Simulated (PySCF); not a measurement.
Magnetic susceptibility: `InChI=1S/C2H8O2SSi/c1-2-4-6(3)5/h3,5-6H,2H2,1H3/t6-/m1/s1`

Geometry:
| atom | x (Å) | y (Å) | z (Å) |
| --- | --- | --- | --- |
| C1 | -2.266 | -0.310 | -0.181 |
| C2 | -1.079 | 0.587 | -0.491 |
| O3 | -0.094 | 0.421 | 0.496 |
| Si4 | 1.451 | 0.873 | 0.463 |
| O5 | 2.181 | 0.236 | 1.752 |
| S6 | 2.299 | 0.147 | -1.385 |
| H7 | -2.666 | -0.071 | 0.801 |
| H8 | -3.042 | -0.163 | -0.927 |
| H9 | -1.959 | -1.352 | -0.188 |
| H10 | -1.387 | 1.639 | -0.505 |
| H11 | -0.659 | 0.339 | -1.472 |
| H12 | 1.691 | 2.297 | 0.572 |
| H13 | 1.968 | -0.641 | 2.064 |
| H14 | 3.562 | 0.277 | -1.020 |

Method: GIAO KT3/6-31G magnetisability, non-relativistic, IEF-PCM chloroform in PySCF. Geometry: GFN2-xTB.

**Question.** What are the magnetisability and the molar susceptibility?

**Answer.** Isotropic -1311 × 10⁻³⁰ J/T², or -79.0 × 10⁻⁶ cm³/mol; principal values -1360, -1315, -1258 × 10⁻³⁰ J/T², anisotropy 89 × 10⁻³⁰ J/T² (root of half the summed squared differences of the principal values). The susceptibility is in cgs units.

**Question.** Split it along the inertial axes a, b, c into diamagnetic and paramagnetic parts about the centre of mass, with the quadrupole moment.

**Answer.** 
| axis | χ (10⁻⁶ cm³/mol) | diamagnetic (10⁻⁶ cm³/mol) | paramagnetic (10⁻⁶ cm³/mol) | summed x² of all electrons (Å²) | quadrupole Θ (D Å) |
| --- | --- | --- | --- | --- | --- |
| a | -80.9 | -466.8 | 385.9 | 203.1 | +7.18 |
| b | -80.1 | -971.8 | 891.7 | 84.0 | -10.26 |
| c | -75.9 | -1218.0 | 1142.1 | 26.0 | +3.08 |

Anisotropies 2χaa − χbb − χcc = -5.8 and 2χbb − χaa − χcc = -3.5 × 10⁻⁶ cm³/mol. Θ is traceless in Buckingham's convention.
